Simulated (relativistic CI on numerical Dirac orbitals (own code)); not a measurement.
Fe²⁺ in a cubic cluster: L2,3 absorption with charge transfer

Computed with a charge-transfer multiplet model of a cubic metal-ligand cluster with up to 2 ligand holes, Slater and spin-orbit integrals from Dirac-Coulomb-Breit ions, Slater integrals scaled by 0.8. The ground state mixes d6 with configurations of k ligand holes L, whose averages lie at kΔ + k(k − 1)U_dd/2; a core hole lowers each added d electron by U_cd. 300 K, Lorentzian 0.4 eV and Gaussian 0.3 eV FWHM.

Atomic integrals in eV (Slater integrals scaled, ζ unscaled), ground: F2dd 8.723, F4dd 5.416, zeta_d 0.049; with the core hole: F2dd 9.374, F4dd 5.826, zeta_d 0.067, zeta_core 8.135, F2cd 5.460, G1cd 4.059, G3cd 2.306.

Cluster parameters (eV): U_dd = 7.3, U_cd = 8.3, 10Dq = 1.1, 10Dq(ligand) = 0, V(eg) = 2.1, V(t2g) = -1.13, final-state hopping factor = 0.8.

Weights, n_d and S are thermal averages at 300 K. Photon energies count from the first peak over 30 % of the highest in each spectrum, which can be another peak from case to case. The parameters are a model scan and need not match a compound or its usual spin state. Peaks in eV (height, largest 100): -1.4 (8), 0.0 (100), 1.5 (36), 2.6 (23), 12.1 (52), 13.1 (26), 15.1 (5).

(1) Which parameters give this spectrum?
A. Δ = 2.1 eV
B. Δ = -0.9 eV
C. Δ = 0.1 eV
D. Δ = 4.1 eV
E. Δ = 1.1 eV

Results:

(1) E. Δ = 1.1 eV; the ground state then has 6.60 d electrons and S = 0.06. The choice follows from running the model for each set and comparing peak positions and heights. The space is cut while the next configuration still counts.
